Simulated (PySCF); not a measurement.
## Dipole moment and polarisability of WSMe4

Species: WSMe4, C4H12SW (singlet state).
Geometry (PBE0-D3(BJ)/def2-SVP, Å), atoms numbered from 1 in this order:
```
atom  x, y, z in Å
W1     0.0187   -0.0174    0.6724
S2    -0.0133    0.0128    2.8041
C3     2.0017   -0.0129   -0.1189
H4     2.5645    0.8400    0.2930
H5     2.0094    0.0487   -1.2190
H6     2.5185   -0.9347    0.1945
C7     0.0135    1.9760   -0.1164
H8    -0.0442    1.9754   -1.2167
H9     0.9332    2.4969    0.1940
H10   -0.8428    2.5396    0.2852
C11   -1.9734    0.0438   -0.1179
H12   -2.4954    0.9577    0.2034
H13   -2.5394   -0.8200    0.2656
H14   -1.9653    0.0061   -1.2191
C15   -0.0555   -2.0014   -0.1135
H16   -0.9519   -2.5254    0.2536
H17    0.8249   -2.5578    0.2485
H18   -0.0595   -2.0107   -1.2152
```

Level: PBE0/def2-SVPD (PySCF), static field, nuclei fixed, core orbitals frozen in the response. The polarisability tensor in these axes (au):

```
x   119.36   0.10  -0.04
y     0.10 119.43   0.04
z    -0.04   0.04 131.96
```

Question: Diagonalise the tensor; give its mean and Δα, where Δα² is half the sum of the squared differences of the eigenvalues.

Answer: Principal values 119.29, 119.50 and 131.96 au; mean 123.58 au = 18.31 Å³ = 20.38 × 10⁻⁴⁰ C²·m²/J; Δα = 12.56 au (10 % of the mean).

Question: What is the dipole moment, and where does it point?

Answer: (0.15, -0.14, -2.47) D, 2.48 D in size, pointing from the negative to the positive side. Measured along this direction, the outermost atoms are S2 at the negative end and H5 and H18 at the positive end.

Question: What depolarisation ratio follows for Rayleigh scattering of linearly polarised light, taking the static tensor?

Answer: ρ = 3Δα²/(45ᾱ² + 4Δα²) = 473.5/(687257 + 631.4) = 0.000688.

Question: How large is μ²/3kT at 500 K beside α?

Answer: In Gaussian units μ²/3kT = 29.65 Å³ against 18.31 Å³, a ratio of 1.62; the Debye molar polarisation (4π/3)N_A(α + μ²/3kT) is 121.0 cm³/mol, leaving out the vibrational part.

Question: In TDDFT the mean static polarisability is Σ f/ω² over all singlet excitations (ω in hartree). How much of it do the 10 lowest give? Their energies (eV) and oscillator strengths: 2.42, 0.0079; 2.43, 0.0080; 3.73, 0.0023; 3.74, 0.0022; 4.08, 0.0000; 4.10, 0.0000; 4.31, 0.0000; 4.41, 0.0001; 4.46, 0.0035; 4.47, 0.0034.

Answer: They add up to 2.51 au, 2.0 % of the 123.58 au; the largest single term is 1.01 au, from the state at 2.43 eV. Terms in order: 1.00, 1.01, 0.12, 0.12, 0.00, 0.00, 0.00, 0.01, 0.13, 0.13 au. Higher excitations give the rest. The strengths listed sum to 0.027.

Question: Refractivity n − 1 of an ideal gas of it at 273.15 K and 1 atm, from the electronic α?

Answer: N = p/kT = 2.6868 × 10¹⁹ cm⁻³, so n − 1 = 2π × N × 18.31 × 10⁻²⁴ cm³ = 3092 × 10⁻⁶ at long wavelengths, for an ideal gas.

Question: Find the Langevin capture rate constant for NH4+ (18.034 u) meeting this molecule (276.017 u), k = 2.342 × 10⁻⁹ cm³/s × √(α in Å³ / reduced mass in u).

Answer: The reduced mass is 16.93 u, so k = 2.44 × 10⁻⁹ cm³/s. The formula leaves out the permanent dipole, which adds to the capture rate.

Geometry: PBE0-D3(BJ)/def2-SVP; no solvent, vibrations or thermal averaging. Atoms past krypton carry effective core potentials; spin–orbit coupling is left out.
